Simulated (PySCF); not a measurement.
**Radial density of Ga (gallium, neutral)**

wB97X, [Ar] 3d10 4s1 4p2, high-spin 4P determinant (an excited configuration). All numbers are calculated (PySCF 2.14, a scalar-relativistic core potential, in aug-cc-pwCVDZ-PP with ECP10MDF). This is the valence pseudo-density: the core potential removes the inner electrons and smooths the orbitals near the nucleus.

```tsv
r (bohr)	4πr²ρ (e/bohr)	4πr²(ρα − ρβ)
0.00178	1.228e-05	0.0000
0.00300	3.440e-05	0.0000
0.00505	9.462e-05	0.0000
0.00849	0.0002483	0.0000
0.0143	0.0005872	0.0000
0.0240	0.001255	0.0000
0.0404	0.004062	0.0001
0.0679	0.03657	0.0000
0.114	0.3971	-0.0015
0.192	2.779	-0.0060
0.323	13.00	0.0439
0.544	26.71	0.1180
0.915	13.40	0.0077
1.54	2.731	0.8308
2.59	1.230	1.1195
4.35	0.3079	0.3074
7.32	0.02150	0.0215
12.3	1.168e-05	0.0000
```

Energies and moments cover only the electrons outside the core potential.

(1) Where is the radial spin density 4πr²(ρα − ρβ) most negative, and why is it negative at all?

## Answers

(1) Around r = 0.192 bohr, down to -0.0060 e/bohr: exchange with the open shell polarises the paired shells in an unrestricted calculation.
